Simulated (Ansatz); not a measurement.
`BC[SiH2]S`: the same geometry under several functionals.

```yaml
crystal:
  periodic: [false, false, false]
  atoms:
    - {symbol: B, position_ang: [-1.059815, 1.541259, 0.012740]}
    - {symbol: C, position_ang: [-0.724353, 0.110857, -0.433055]}
    - {symbol: Si, position_ang: [0.963949, -0.341980, 0.283360]}
    - {symbol: S, position_ang: [1.648821, -2.232281, -0.446301]}
    - {symbol: H, position_ang: [-0.737073, 2.479746, -0.657545]}
    - {symbol: H, position_ang: [-1.589114, 1.745378, 1.067843]}
    - {symbol: H, position_ang: [-0.604539, -0.019094, -1.512322]}
    - {symbol: H, position_ang: [-1.394911, -0.654678, -0.028367]}
    - {symbol: H, position_ang: [0.890310, -0.356714, 1.765979]}
    - {symbol: H, position_ang: [2.013476, 0.609296, -0.156735]}
    - {symbol: H, position_ang: [0.658649, -2.938889, 0.125102]}
basis:
  gaussian: {orbitals: def2-TZVPP}
hamiltonian: {xc: {name: PBE-QIDH}}
```

```sh
$ ansatz run in.yaml --threads 2 --pin off --events-out ev --progress --plain --max-ram 4352MiB
```

Output, abridged:

```
Functional definition: PBE-QIDH
1383 factors; integrals over basis functions are off by at most 1.0e-3 eV
mean field evaluation 1: about -20518.6690 eV, gradient 3.4e1 eV
mean field evaluation 2: about -20518.8283 eV, gradient 3.4e1 eV
mean field evaluation 4: about -20521.7330 eV, gradient 2.6e0 eV
mean field evaluation 8: about -20521.7593 eV, gradient 1.8e-1 eV
mean field evaluation 16: about -20521.7594 eV, gradient 7.5e-5 eV
mean field -20521.75938819 eV, -754.1607473680 hartree, gradient 6.5e-6 eV, S^2 0.000000; 0 other end points of the search recorded, 0 dependent functions left out
12 core orbitals not correlated: weight in the atoms' cores, before any rotation towards them, 1.000 or more for the frozen orbitals, at most 0.000 for the correlated occupied ones
reference -20521.75940223 eV, -754.1607478840 hartree; 12, 12 occupied and 220, 220 virtual orbitals, 1383 factors
second order -17.99008479 eV of doubles, -0.00000000 eV of singles
Total energy: -20527.75609717 eV, -754.3811223580 hartree
```

Hardware: 2 threads of an Arm Neoverse V1 on a shared host. Wall time 8.5 s, peak host memory 0.58 GiB.

Changing it to `hamiltonian: {xc: {name: r2SCAN0}, dispersion: d4}` (abridged; 7.5 s):

```
Functional definition: r2SCAN0
mean field evaluation 16: about -20539.2146 eV, gradient 7.8e-5 eV
mean field -20539.21456776 eV, -754.8022133854 hartree, gradient 3.1e-5 eV, S^2 0.000000
Total energy: -20539.28303211 eV, -754.8047294041 hartree
```

With the line `hamiltonian: {xc: hse06, dispersion: d4}` (abridged; 5.5 s):

```
Functional definition: HSE06
mean field evaluation 16: about -20532.0818 eV, gradient 2.8e-5 eV
mean field -20532.08182592 eV, -754.5400899578 hartree, gradient 2.8e-5 eV, S^2 0.000000
Total energy: -20532.26935709 eV, -754.5469816010 hartree
```

The same input with `hamiltonian: {xc: {name: LC-wPBE}}` (abridged; 4.2 s):

```
Functional definition: LC-wPBE
mean field evaluation 16: about -20535.3938 eV, gradient 3.1e-5 eV
mean field -20535.39382792 eV, -754.6618037863 hartree, gradient 9.1e-6 eV, S^2 0.000000
Total energy: -20535.39382793 eV, -754.6618037866 hartree
```

Changing it to `hamiltonian: {xc: {name: wB97M-V}}` and forces (abridged; 19 s):

```
Functional definition: wB97M-V
mean field evaluation 16: about -20539.6653 eV, gradient 3.1e-5 eV
mean field -20539.66530882 eV, -754.8187778140 hartree, gradient 3.1e-5 eV, S^2 0.000000
Total energy: -20539.66536620 eV, -754.8187799226 hartree
Atom 0 force    -0.052569     0.162439     0.039781 eV/Å
Atom 1 force     0.038388    -0.094451    -0.019244 eV/Å
Atom 2 force     0.067952     0.108172     0.105506 eV/Å
Atom 3 force    -0.062708    -0.059676     0.027730 eV/Å
Atom 4 force    -0.036955    -0.121027     0.088009 eV/Å
Atom 5 force     0.072319    -0.028553    -0.133202 eV/Å
Atom 6 force    -0.014793     0.015016     0.076867 eV/Å
Atom 7 force     0.042277     0.055883    -0.031319 eV/Å
Atom 8 force     0.005796     0.004634    -0.169993 eV/Å
Atom 9 force    -0.120589    -0.098290     0.049499 eV/Å
Atom 10 force     0.060882     0.055854    -0.033634 eV/Å
Dipole moment:    -0.208286    -0.102767     0.023330 e Å
```

The same input with `hamiltonian: {xc: {name: r2SCANh}, dispersion: d4}` (abridged; 8 s):

```
Functional definition: r2SCANh
mean field evaluation 16: about -20539.3604 eV, gradient 6.7e-5 eV
mean field -20539.36044416 eV, -754.8075742443 hartree, gradient 6.7e-5 eV, S^2 0.000000
Total energy: -20539.42224983 eV, -754.8098455607 hartree
```

HSE06 is the plane-wave form, built on full-range PBE exchange.
